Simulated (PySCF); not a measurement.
C6H6N, SMILES Nc1[c]cccc1, doublet (B3LYP/def2-SVP optimised geometry):

```
13

N     -2.409    -0.196     0.051
C     -1.025    -0.110     0.000
C     -0.195    -1.230     0.000
C      1.179    -1.230     0.000
C      1.829     0.020     0.000
C      1.053     1.184    -0.003
C     -0.343     1.130    -0.003
H     -2.807    -1.081    -0.243
H     -2.920     0.608    -0.294
H      1.754    -2.161    -0.001
H      2.920     0.074     0.001
H      1.544     2.161    -0.006
H     -0.928     2.056    -0.003
```

Method: unrestricted B3LYP/def2-TZVP (PySCF 2.14.0).

What are the frontier orbital energies (α orbitals alone; a β orbital can be the lowest empty one) and the dipole moment?

HOMO-2 -7.05 eV, HOMO-1 -6.74 eV, HOMO -5.88 eV, LUMO -0.36 eV, LUMO+1 0.01 eV; dipole moment 1.57 D.

On the same geometry unrestricted PBE/def2-TZVP run with PySCF 2.14.0 gives HOMO-2 -6.23 eV, HOMO-1 -5.54 eV, HOMO -5.06 eV, LUMO -1.06 eV, LUMO+1 -0.69 eV; dipole moment 1.65 D.

Meta-Löwdin charges at B3LYP/def2-TZVP: N1 -0.44, C2 0.11, C3 -0.07, C4 -0.12, C5 -0.14, C6 -0.11, C7 -0.16, H8 0.24, H9 0.23, H10 0.13, H11 0.12, H12 0.12, H13 0.11.
